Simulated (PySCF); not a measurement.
Cost of one run: shielding job, `C=CS(=O)(C=C)=O`.

Method: GIAO PBE0/pcSseg-1 NMR shielding, non-relativistic, gas phase (PySCF 2.14.0, density-fitted response routines). Geometry: PBE0-D3(BJ)/def2-SVP. Work: shieldings, charges and field gradients, density and orbital grids written, density fitting. The command runs a driver script over a list of jobs; the input below is this job's line of settings and its coordinates in Å.

Command:
```bash
OMP_NUM_THREADS=1 python probes_run.py task.json out
```

Input:
```
{"job": {"kind": "nmr", "xc": "PBE0", "basis": "pcSseg-1"}, "charge": 0, "multiplicity": 1}
C      1.394101    -1.969108    -0.377847
C      1.040536    -0.712923    -0.628564
S      0.419542     0.302845     0.688318
O      0.437934    -0.485545     1.918411
O      1.098090     1.592994     0.590375
C     -1.282912     0.540134     0.243318
C     -1.697883     1.747811    -0.124569
H      1.265321    -2.377714     0.629338
H      1.826390    -2.604338    -1.155577
H      1.140527    -0.200525    -1.589356
H     -1.911535    -0.348374     0.348822
H     -0.982266     2.574077    -0.182148
H     -2.747848     1.940667    -0.360520
```

Hardware: one thread of an Intel Xeon at 2.30 GHz, no GPU, on a shared host. PySCF's memory limit was set to 3200 MB.

Task: How large is the basis?

Result: 156 functions for 62 electrons, with 831 fitting functions; the fitted three-index integrals, 831 × 156 × 157/2 numbers of 8 bytes, come to 78 MiB.

Task: Which is nearest to the wall time?
A. 18 s
B. 2.4 min
C. 18 min
D. 2.3 s

Result: A. The run took 18 s. The SCF took 14 cycles.

Task: Estimate the peak memory.

Result: About 0.94 GiB. Peak memory is the resident size of the whole Python process, interpreter and libraries included.

Task: At this speed, how long would 500 such jobs take on 64 cores, one job a core?

Result: 500/64 gives 8 rounds of 18 s, about 2.4 min of wall time and 2.5 core-hours, if the jobs don't slow each other.

The SCF part of the output:
```
coarse grid: 11864 points
cycle   1  E = -703.7128337278  dE =  1.538e+00  |g| = 1.129e+00  |ddm| = 3.513e+00
cycle   2  E = -702.9978319568  dE =  7.150e-01  |g| = 2.255e+00  |ddm| = 3.161e+00
cycle   3  E = -703.9390149774  dE = -9.412e-01  |g| = 2.025e-01  |ddm| = 2.396e+00
cycle   4  E = -703.9473671687  dE = -8.352e-03  |g| = 9.715e-02  |ddm| = 2.499e-01
cycle   5  E = -703.9494561512  dE = -2.089e-03  |g| = 3.434e-02  |ddm| = 8.585e-02
cycle   6  E = -703.9497534432  dE = -2.973e-04  |g| = 4.180e-03  |ddm| = 2.653e-02
cycle   7  E = -703.9497573996  dE = -3.956e-06  |g| = 1.504e-03  |ddm| = 5.820e-03
final grid: 111232 points
cycle   8  E = -704.0156071534  dE = -1.311e-05  |g| = 1.216e-02  |ddm| = 2.825e-02
cycle   9  E = -704.0155686195  dE =  3.853e-05  |g| = 1.842e-02  |ddm| = 2.781e-02
cycle  10  E = -704.0156371006  dE = -6.848e-05  |g| = 2.831e-03  |ddm| = 1.837e-02
cycle  11  E = -704.0156385924  dE = -1.492e-06  |g| = 3.433e-04  |ddm| = 2.241e-03
cycle  12  E = -704.0156386141  dE = -2.174e-08  |g| = 1.882e-04  |ddm| = 3.908e-04
cycle  13  E = -704.0156386230  dE = -8.914e-09  |g| = 2.289e-05  |ddm| = 1.545e-04
cycle  14  E = -704.0156386232  dE = -1.171e-10  |g| = 6.003e-06  |ddm| = 3.220e-05
converged SCF energy = -704.0156386232
```

On the final grid dE counts from the start density on that grid.

Other jobs ran on the host; a repeat could differ by tens of per cent or more.
